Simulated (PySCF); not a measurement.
Geometries of 2 isomers of CH7ClGeSi, from PBE0-D3(BJ)/def2-SVP geometry optimisation, gas phase in PySCF 2.14.0. One conformer each, no zero-point energy, no frequencies.

Question: Which is lower in electronic energy at this level?
A.
```xyz
11
angstrom
Si    -1.607    1.267   -0.337
C      0.062    2.138   -0.145
Cl     0.248    3.305   -1.511
Ge     1.628    0.940   -0.140
H     -2.707    2.274   -0.372
H     -1.605    0.473   -1.599
H     -1.807    0.348    0.827
H      0.072    2.729    0.784
H      1.648    0.155   -1.460
H      2.900    1.790   -0.004
H      1.510   -0.033    1.051
```
B.
```xyz
11
angstrom
Si    -0.153    0.171   -0.732
Ge     1.802    0.049    0.623
C      3.234    1.035   -0.310
Cl     3.299    0.527   -2.024
H     -0.380    1.591   -1.140
H     -0.001   -0.679   -1.948
H     -1.341   -0.300    0.044
H      2.267   -1.404    0.829
H      1.591    0.700    2.008
H      4.219    0.842    0.138
H      3.045    2.117   -0.286
```

Answer: B. That is `[SiH3][GeH2][CH2]Cl`, 6.3 kcal/mol below the other.

```json
{"SMILES": "[SiH3][GeH2][CH2]Cl", "atoms numbered as above": "[SiH3:1][GeH2:2][CH2:3][Cl:4]", "E (Eh)": "-2867.89588", "relative (kcal/mol)": "0.0", "relative (kJ/mol)": "0.0", "dipole (D)": "1.49"}
{"SMILES": "[SiH3][C@H](Cl)[GeH3]", "atoms numbered as above": "[SiH3:1][C@H:2]([Cl:3])[GeH3:4]", "E (Eh)": "-2867.88581", "relative (kcal/mol)": "6.3", "relative (kJ/mol)": "26.4", "dipole (D)": "1.36"}
```

As drawn, the higher has an Si–C bond, which the lower lacks.
